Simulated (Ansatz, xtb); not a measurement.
Two isomers of C5H6OS

We compare X, `C=C/C=C(\S)C=O`, a singlet, with Y, `O=C/C=C\C=C/S`, a singlet. Both are isolated molecules in the gas phase, relaxed with PBE0-D3(BJ)/def2-SVP, each in the lowest conformer that the search found.

X (Å):

```xyz
13

C    -1.2168   -1.5068   -0.8261
C    -0.3028   -0.8346   -0.1061
C    -0.6224    0.2887    0.7393
C     0.2587    1.0017    1.4888
C    -0.2612    2.1242    2.2945
O     0.4138    2.8335    3.0006
S     1.9789    0.7007    1.5835
H    -2.2747   -1.2272   -0.8052
H    -0.9359   -2.3539   -1.4556
H     0.7478   -1.1425   -0.1509
H    -1.6729    0.6003    0.7852
H     2.1512    1.7313    2.4505
H    -1.3640    2.2756    2.2005
```

Y (Å):

```xyz
13

C     2.0388    0.7578    0.2821
C     1.5847   -0.4919    0.9010
C     0.2962   -0.9105    1.0001
C    -0.8705   -0.2184    0.5221
C    -2.1345   -0.6851    0.6482
O     1.3382    1.6025   -0.2334
S    -2.5780   -2.1970    1.4048
H     3.1495    0.8999    0.3139
H     2.3734   -1.1276    1.3135
H     0.1275   -1.8753    1.4955
H    -0.7150    0.7423    0.0283
H    -2.9652   -0.0931    0.2557
H    -3.9060   -2.0701    1.2151
```

Quicker runs give these differences E(Y) − E(X): GFN2-xTB +2.9 kcal/mol; HF/STO-3G +1.3 kcal/mol (at GFN2-xTB geometries); r2SCAN-D4/def2-SVP +4.3 kcal/mol (at GFN2-xTB geometries).

**Question.** Estimate E(Y) − E(X) at the level CCSD(T)/def2-SVP + ΔMP2/def2-TZVPP.

**Answer.** Calculated at CCSD(T)/def2-SVP + ΔMP2/def2-TZVPP: E(Y) − E(X) = +5.6 kcal/mol, so structure X lies lower.

Level by level:

```
                             level              geometry  E(Y) − E(X) (kcal/mol)  departure from the last row (kcal/mol)  job, with rough time for the two
                          GFN2-xTB              GFN2-xTB                      +2.9                                    −2.7              optimisation, 0.11 s
                         HF/STO-3G              GFN2-xTB                      +1.3                                    −4.4              single point, 0.48 s
                r2SCAN-D4/def2-SVP              GFN2-xTB                      +4.3                                    −1.3               single point, 6.6 s
              PBE0-D3(BJ)/def2-SVP  PBE0-D3(BJ)/def2-SVP                      +4.2                                    −1.4                optimisation, 42 s
                       HF/def2-SVP  PBE0-D3(BJ)/def2-SVP                      +2.9                                    −2.7           part of the CCSD(T) run
                      MP2/def2-SVP  PBE0-D3(BJ)/def2-SVP                      +5.5                                    −0.1           part of the CCSD(T) run
                  CCSD(T)/def2-SVP  PBE0-D3(BJ)/def2-SVP                      +5.0                                    −0.7                      single point
CCSD(T)/def2-SVP + ΔMP2/def2-TZVPP  PBE0-D3(BJ)/def2-SVP                      +5.6                                                     single point, 1.8 min
```

As drawn, both hold the same kinds of bond in the same numbers.

None of the levels shown reverses the order. The largest departure from CCSD(T)/def2-SVP + ΔMP2/def2-TZVPP is that of HF/STO-3G, 4.4 kcal/mol. The last row adds to CCSD(T) the change of the MP2 difference between the two basis sets, here +0.7 kcal/mol.

With thermal terms from frequencies at re-optimised GFN2-xTB minima (ideal gas, soft modes damped towards free rotors, one conformer each, 298.15 K, 1 atm): the zero-point term adds +0.1 kcal/mol; ΔH is +5.8 and ΔG +5.3 kcal/mol.

The correlated steps freeze 11 core orbitals. Codes used: Ansatz 0.2.0, xtb 6.7.1; the last row on 2 threads of Arm Neoverse V2 on a shared host.
